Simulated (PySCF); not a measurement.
Species: H₁₁OPSi₄.
Atom-mapped SMILES: `[SiH3:1][O:2][SiH2:3][P:4]([SiH3:5])[SiH3:6]` (hydrogens: H7, H8, H9 on Si1; H10, H11 on Si3; H12, H13, H14 on Si5; H15, H16, H17 on Si6)

Computed geometry: GFN2-xTB, gas phase.

Question: List the bond lengths, angles and torsions at this level.

Answer: 
| bond | length (bohr) |
| --- | --- |
| Si1–O2 | 3.071 |
| O2–Si3 | 3.048 |
| Si3–P4 | 4.195 |
| P4–Si5, P4–Si6 | 4.200 |
| Si1–H7, Si1–H8, Si1–H9 | 2.760 |
| Si3–H10, Si3–H11 | 2.761 |
| Si5–H12 and 5 like bonds | 2.766 |

Bonds in one row agree within 0.02 bohr and their mean is given. A selection of angles:
| angle | degrees |
| --- | --- |
| O2–Si1–H7 | 106.0 |
| O2–Si1–H8 | 109.9 |
| O2–Si1–H9 | 103.0 |
| H7–Si1–H8 | 111.6 |
| H7–Si1–H9 | 113.3 |
| Si1–O2–Si3 | 150.0 |
| O2–Si3–P4 | 108.6 |
| O2–Si3–H10 | 108.9 |
| O2–Si3–H11 | 103.2 |
| P4–Si3–H10 | 108.1 |
| P4–Si3–H11 | 115.1 |
| H10–Si3–H11 | 112.7 |
| Si3–P4–Si5 | 99.4 |
| Si3–P4–Si6 | 100.8 |
| Si5–P4–Si6 | 102.9 |
| P4–Si5–H12 | 113.5 |
| P4–Si5–H13 | 106.8 |
| H12–Si5–H13 | 109.4 |
| H13–Si5–H14 | 111.0 |

Torsions: Si1–O2–Si3–P4 -36° (synclinal); O2–Si3–P4–Si5 -170° (antiperiplanar). The mirror-image conformer, all signs reversed, is as good.

Si1 (oxygen-bound silicon) is distorted tetrahedral (angles from 103.0° to 113.3°). P4 (three-coordinate phosphorus) is pyramidal (angles 102.9°, 100.8° and 99.4°, sum 303.2°, 1.01 Å off the plane of its three neighbours). O2 (siloxane oxygen) is bent (angle 150.0°). Si3 (oxygen-bound silicon) is distorted tetrahedral (angles from 103.2° to 115.1°). Si5 (SiH3 silicon) is distorted tetrahedral (angles from 106.8° to 113.5°).

Point group: C1 (no symmetry element, even within 0.4 Å). No frequency check. The numbers are those of one conformer.
